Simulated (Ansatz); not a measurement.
Consider the ligand exchange at a Ge–O bond: `O[SiH](F)[O][GeH3]` + CH₃NH₂ → `C[NH][GeH3]` + `O[SiH](O)F`.

Computed with Ansatz on PBE0-D4/def2-TZVP structures; ΔE is electronic, products minus reactants. CCSD(T)/CBS adds triple-zeta CCSD(T) − MP2 to the extrapolated MP2 energy (def2 sets, frozen cores). This one scheme is used for every species. For Ge outer-core shells are correlated without core-valence functions, which leaves a few kJ/mol of doubt a bond. Scalar relativity is left out up to krypton. One conformer a species, not always the lowest.

```csv
species,CCSD(T)/CBS(def2) energy (Eh)
`O[SiH](F)[O][GeH3]`,-2618.53177
CH₃NH₂,-95.75281
`C[NH][GeH3]`,-2173.06430
`O[SiH](O)F`,-541.20494
```

Work out ΔE.

ΔE = (-2173.06430) + (-541.20494) − (-2618.53177) − (-95.75281) = 0.01534 Eh = +0.42 eV.

What do rigid-rotor, harmonic-oscillator terms from PBE0-D4/def2-TZVP frequencies (298.15 K, 1 bar) make of the CCSD(T)/CBS value? (An estimate is asked.)

Ansatz gave: ΔZPE = -0.03 eV, ΔH = +0.38 eV, ΔS = -10 J/(mol·K), ΔG = +0.41 eV. Modes under 50 cm⁻¹ make the entropy rough.

Largest T1 diagnostic among the species: 0.012.

Leaving LDA and LC-ωPBE aside and taking each functional with its dispersion term where it has one, the values, not all of them listed here, spread over 0.14 eV, from revPBE-D4 to BHLYP-D4. LDA lies −0.07 eV from PBE without D4. From BLYP to BHLYP (50 % exact exchange), in def2-TZVPP and without D4, ΔE moves by +0.06 eV. In def2-TZVPP, CCSD(T) changes the Hartree–Fock value by −0.14 eV (the triples alone add −0.02 eV) and MP2 by −0.16 eV.
